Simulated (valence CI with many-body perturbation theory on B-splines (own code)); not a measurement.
Results of a calculation; reference values are marked as such.
**Hyperfine factors and g values of Mo¹¹⁺**

Level of theory: valence CI with perturbative core correlation (CI+MBPT): three valence electrons over a frozen Dirac-Fock core [Ar] 3d10, radial functions for each j: 11 s, 11 p, 10 d, 8 f, 5 g, 2 h, with the one-electron correlation potential Σ1, the two-electron term Σ2, the three-electron term Σ3, Breit, model QED; selected CI, second order for the rest, scaled by the run's own slope (own B-spline code, finite nucleus).

No measured spectrum was set against this ion. As an estimate, levels hold to about 250 cm⁻¹ or 0.2 % of their energy and the worst to 1 %, as in measured heavy ions of charge 2 to 7; those with d or f electrons hold less well.

A/g_I is the dipole constant over the nuclear g factor μ/I (μ in nuclear magnetons, uniformly magnetised nucleus), B/Q the quadrupole constant per barn. Both hold the static response of the core; the bare values leave it out. Large factors of s and p1/2 electrons are usually good to 5 to 10 %; those of open d and f shells near neutrality can be off by tens of per cent, and small factors of p3/2, d and f electrons come from cancelling terms and can be off by a factor of two or in sign, in half-filled shells by more. B is blank for J = 1/2, where it vanishes, and for nearly pure S terms. Energies count from the lowest level.

Names give the largest LS component (configuration and term), which can be under half, so a name can repeat, a term be missing and a line seem to break the LS rules; names also repeat where a configuration has a term twice. Letters in brackets count levels of one name in rising energy.

```
             Level  E (cm⁻¹)      g  A/g_I (MHz)  A/g_I bare  B/Q (MHz/b)  B/Q bare
     4s²4p ²P°_1/2         0  0.665        23600       22100                       
     4s²4p ²P°_3/2     28466  1.333         4250        3900         7760      7140
      4s4p² ⁴P_1/2    197590  2.632        53400       49800                       
      4s4p² ⁴P_3/2    211370  1.726        21500       20100         6410      5890
      4s4p² ⁴P_5/2    224040  1.562        22400       20900        -6390     -5880
      4s4p² ²D_3/2    262360  0.823        -5020       -4700        10100      9330
      4s4p² ²D_5/2    269110  1.238        21500       20100        13300     12300
      4s4p² ²P_1/2    297250  1.344        31800       29800                       
      4s4p² ²S_1/2    325720  1.361        58300       54600                       
      4s4p² ²P_3/2    332280  1.317        -6410       -6050        -7510     -6940
      4s²4d ²D_3/2    424180  0.800          929         909         1650      1460
      4s²4d ²D_5/2    428480  1.200         1850        1760         2260      2000
   4p³ ⁴S°_3/2 [a]    493560  1.436         2740        2590         4950      4550
   4p³ ⁴S°_3/2 [b]    507650  1.372         -306        -248          322       294
       4p³ ²D°_5/2    510140  1.199         8210        7680        -1320     -1220
       4p³ ²P°_1/2    546510  0.665        22000       20500                       
       4p³ ²P°_3/2    559800  1.323         3500        3290        -5590     -5150
    4s4p4d ⁴F°_3/2    582620  0.418        -9200       -8580         3520      3180
    4s4p4d ⁴F°_5/2    588530  1.038         7930        7440         2470      2210
    4s4p4d ⁴F°_7/2    597780  1.244        11600       10900         3600      3220
    4s4p4d ⁴F°_9/2    612040  1.333        11400       10700         9520      8650
    4s4p4d ⁴P°_5/2    617010  1.487        14000       13100         2460      2190
4s4p4d ⁴D°_3/2 [a]    620940  1.399         8560        8060         1760      1600
    4s4p4d ⁴D°_1/2    623310  0.381       -24500      -22800                       
    4s4p4d ⁴P°_1/2    638360  2.295        43100       40300                       
    4s4p4d ⁴D°_5/2    638600  1.285        13700       12800        -2250     -2070
4s4p4d ⁴D°_3/2 [b]    638770  1.197         5080        4740        -1730     -1570
    4s4p4d ⁴D°_7/2    639920  1.416        13800       12900        -4420     -4080
4s4p4d ²D°_3/2 [a]    641510  1.130          941         936        -3950     -3640
4s4p4d ²D°_5/2 [a]    643520  1.306        14400       13500        -4330     -4000
4s4p4d ²F°_5/2 [a]    657120  0.943         8900        8360         6000      5460
4s4p4d ²F°_7/2 [a]    677530  1.143         -243        -220         9300      8490
4s4p4d ²P°_3/2 [a]    693350  1.243         5870        5480         1070       962
4s4p4d ²F°_7/2 [b]    696740  1.149        10600        9990         7850      7130
4s4p4d ²F°_5/2 [b]    699080  0.864        -5480       -5110         6750      6140
4s4p4d ²P°_1/2 [a]    708320  0.662       -25100      -23500                       
4s4p4d ²P°_1/2 [b]    721480  0.659         4670        4410                       
4s4p4d ²D°_3/2 [b]    726150  1.056        14900       13900         -524      -526
4s4p4d ²P°_3/2 [b]    727390  1.156          547         570        -3490     -3230
4s4p4d ²D°_5/2 [b]    729920  1.191        -3930       -3650        -5980     -5550
```

Problem. Take the isotope of mass number 95, with I = 5/2, μ = -0.9132 μN and Q = -0.022 b. What is the hyperfine structure of 4s²4p ²P°_1/2?

Solution. From the table A = -8600 MHz. Shifts from the centre of gravity in MHz: F = 2: 15000, F = 3: -10800.
